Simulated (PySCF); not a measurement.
**CsSr⁺ at BHandHLYP**

Computed with BHandHLYP; basis Cs def2-SVPD with ECP46, Sr def2-SVPD with ECP28; scalar-relativistic core potentials; PySCF 2.14.

* state: ¹Σ⁺ (singlet), closed shell
* bond length: 0.4811 nm
* harmonic wavenumber: 43.2 cm⁻¹
* force constant: 0.0582 mdyn/Å
* rotational constant Be: 0.01376 cm⁻¹
* anharmonicity ωexe: 0.163 cm⁻¹
* vibration–rotation constant αe: 6.19e-05 cm⁻¹
* well depth De to Cs⁺ + Sr: 0.36 eV
* dissociation energy D0: 0.35 eV
* HOMO–LUMO gap: 3.38 eV
* bond order (Mayer): 0.29
* dipole moment (positive dipole points towards Sr; it is taken about the centre of mass and depends on that origin): -2.65 D

Closed-shell solutions of metal pairs were not tested for spin polarisation, which can lower them a little. The bond is weak. Basis-set superposition, not corrected here, can be much of De in a small basis, most of all at correlated wavefunction levels. Spin–orbit coupling is left out. For an ion De counts to the pair picked by the measured ionisation energies or electron affinities, which need not be the lowest pair at this level.
